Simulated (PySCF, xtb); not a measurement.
Si(OH) (HOSi), SMILES [Si]O (connectivity only; charge and spin as stated), neutral, multiplicity 2.

Geometry optimised at PBE-D3(BJ)/def2-TZVPD.

Computed with IEF-PCM-M06-2X/def2-TZVPD in PySCF.

The values are the electrostatic part of the solvation free energy, E(continuum) − E(gas) at the gas-phase geometry, in a cavity of scaled van der Waals radii (PySCF's table); cavitation and dispersion terms are not included. The dipole moment in vacuum is 1.34 D.

Estimate the values in water (ε = 78.36), ethylethanoate (ε = 5.99), 1-octanol (ε = 9.86). (Estimate from the structure and the level; the computed values follow.)


```
solvent             ε  ΔG(elec) (kcal/mol)  dipole (D)
--------------  -----  -------------------  ----------
water           78.36                 -4.0        1.84
ethylethanoate   5.99                 -3.0        1.70
1-octanol        9.86                 -3.4        1.75
```

For comparison, GFN2-xTB/ALPB(water) (xtb, at the GFN2-xTB geometry, all terms of that model) gives 0.0 kcal/mol.
